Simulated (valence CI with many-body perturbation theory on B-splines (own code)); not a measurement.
Run record, Cd43+

Calculated by valence CI with perturbative core correlation (CI+MBPT): three valence electrons over a frozen Dirac-Fock core [He], radial functions for each j: 6 s, 6 p, 5 d, 3 f, 1 g, with the two-electron term Σ2, the three-electron term Σ3, Breit, model QED; selected single and double excitations, second order for the rest, scaled by the run's own slope (own B-spline code, finite nucleus).

Command, and the settings that its task file holds:

```sh
python run_cv.py task.json out
```

```
atom Cd  Z=48  mass_number=114  rms_radius_fm=4.6087
core [He]
valence 2s2 2p1
avg = 1
basis = S
breit = 1
cap = 10000
capref = 1200
cscale = 1
de = 0.0
dress = 0
eps = 2e-08
extrap = 1
h = 0.27
hh = 1
l2 = 3
lcore = 6
maxit = 60
n2 = 5
natural = 1
nlev = 21
nno = [3, 3, 3, 2, 1]
nroot = 26
nsp = [3, 3, 2, 1, 0]
pt2 = 1
qed = 1
rpa = 1
s1 = 0
s2 = 1
s3 = 1
screen = 1
tol = 2e-05
whole = 1
```

It took 9.4 s on 1 thread of Arm Neoverse N1 (shared host).

Log. The first blocks belong to the next ion, which gives the ionisation energy. Fields: 2J, parity (1 odd), roots, reference size, generating configurations, candidates as configurations/state functions, variational space P, stored matrix elements, Davidson steps; e2 is the range of second-order energies in hartree. The first line gives the box (bohr), its intervals, the orbitals and the steps of their self-consistent field. Window is the range of levels sought, series limit the energy at which the first omitted orbital would enter, core excitation an estimate of the first excitation out of the core, left out the lowest levels not solved, and shifts from estimates the range by which levels moved from their first estimate, all in cm⁻¹.

```
rmax 1.3 intervals 54 orbitals 36 references ['2s2 2p', '2s 2p2', '2p3'] scf 2 t 0.5
2J=0 par=0 roots 2 ref 15 generators 3 cand 92/92 P 107/107 nnz 0 it 0
   second order: generators 5 cand 0/0 e2 -0.00000 -0.00000
2J=0 par=1 roots 2 ref 11 generators 4 cand 73/73 P 84/84 nnz 0 it 0
   second order: generators 7 cand 0/0 e2 -0.00000 -0.00000
2J=2 par=1 roots 2 ref 28 generators 2 cand 188/188 P 214/214 nnz 0 it 0
2J=2 par=1 roots 2 ref 28 generators 2 cand 2/2 P 216/216 nnz 0 it 0
   second order: generators 5 cand 0/0 e2 -0.00000 -0.00000
reference levels 291, estimated 257, window 33224246 1/cm; series limit 43392298, core excitation 189337507
2J=1 par=1 roots 8 ref 32 generators 12 cand 331/497 P 1808/2627 nnz 8.4e+05 it 3
2J=1 par=1 roots 8 ref 32 generators 13 cand 267/402 P 1825/2654 nnz 8.6e+05 it 4
   second order: generators 17 cand 358/524 e2 -0.00000 -0.00000
2J=1 par=0 roots 9 ref 34 generators 12 cand 250/344 P 1818/2664 nnz 8.7e+05 it 4
2J=1 par=0 roots 9 ref 34 generators 14 cand 238/331 P 1844/2703 nnz 9e+05 it 3
   second order: generators 18 cand 279/379 e2 -0.00000 -0.00000
2J=3 par=1 roots 11 ref 47 generators 15 cand 768/1555 P 1861/3772 nnz 1.8e+06 it 5
2J=3 par=1 roots 11 ref 47 generators 16 cand 408/770 P 1940/3926 nnz 1.9e+06 it 4
   second order: generators 21 cand 749/1551 e2 -0.00000 -0.00000
2J=3 par=0 roots 8 ref 45 generators 11 cand 663/1264 P 1772/3589 nnz 1.6e+06 it 4
2J=3 par=0 roots 8 ref 45 generators 13 cand 473/925 P 1819/3673 nnz 1.7e+06 it 3
   second order: generators 15 cand 426/841 e2 -0.00000 -0.00000
2J=5 par=0 roots 5 ref 39 generators 10 cand 1028/2277 P 1592/3432 nnz 1.5e+06 it 4
2J=5 par=0 roots 5 ref 39 generators 13 cand 627/1384 P 1676/3603 nnz 1.7e+06 it 3
   second order: generators 15 cand 710/1726 e2 -0.00000 -0.00000
2J=5 par=1 roots 6 ref 36 generators 9 cand 1016/2271 P 1628/3547 nnz 1.7e+06 it 5
2J=5 par=1 roots 6 ref 36 generators 10 cand 574/1258 P 1799/3940 nnz 2e+06 it 4
   second order: generators 12 cand 580/1372 e2 -0.00000 -0.00000
2J=7 par=1 roots 2 ref 21 generators 4 cand 619/1469 P 1420/3242 nnz 1.5e+06 it 3
2J=7 par=1 roots 2 ref 21 generators 5 cand 328/745 P 1489/3392 nnz 1.6e+06 it 3
   second order: generators 5 cand 259/595 e2 -0.00000 -0.00000
2J=7 par=0 roots 1 ref 19 generators 2 cand 540/1210 P 1297/2988 nnz 1.3e+06 it 4
2J=7 par=0 roots 1 ref 19 generators 3 cand 343/741 P 1339/3078 nnz 1.4e+06 it 3
   second order: generators 5 cand 391/861 e2 -0.00000 -0.00000
2J=9 par=1 roots 1 ref 7 generators 1 cand 220/484 P 940/2123 nnz 0 it 4
2J=9 par=1 roots 1 ref 7 generators 1 cand 141/284 P 981/2193 nnz 0 it 4
   second order: generators 1 cand 100/214 e2 -0.00000 -0.00000
left out: unestimated 48894803, estimated 35212518, shifts from estimates -0 to 10
operators 0.2
```

The Davidson iterations converged.

No measured spectrum was set against this ion. As an estimate, large intervals hold to a few tenths of a per cent, small ones and those within an open d or f shell to about a per cent.

| Item | Value |
| --- | --- |
| Valence energy | -813.4898 hartree |
| Ionisation energy | 7111.1 eV (NIST: 7109 ± 5 eV (semi-empirical)) |
| Reference configurations for the orbitals | 2s2 2p, 2s 2p2, 2p3 |
| Radial orbitals | 36 |
| Box radius | 1.327 bohr |
| Largest variational space | 3940 |
| Lowest levels | (2s^2 2p1/2) J=1/2 0.00, (2s 2p1/2^2) J=1/2 136.74, (2s^2 2p3/2) J=3/2 213.86, (2s 2p1/2 2p3/2) J=3/2 [a] 310.01, (2s 2p1/2 2p3/2) J=5/2 337.84, (2s 2p1/2 2p3/2) J=3/2 [b] 381.88, (2s 2p1/2 2p3/2) J=1/2 384.21, (2p1/2^2 2p3/2) J=3/2 531.27, (2s 2p3/2^2) J=5/2 542.31, (2s 2p3/2^2) J=1/2 606.37, (2s 2p3/2^2) J=3/2 607.51, (2p1/2 2p3/2^2) J=3/2 718.49, (2p1/2 2p3/2^2) J=5/2 736.31, (2p1/2 2p3/2^2) J=1/2 769.89 eV |

Levels are named by their leading jj configuration (3d3/2^4 stands for four electrons in 3d with j = 3/2), which in mixed levels can hold well under half, so a name can repeat and another be missing. Letters in brackets count levels of one name in rising energy.
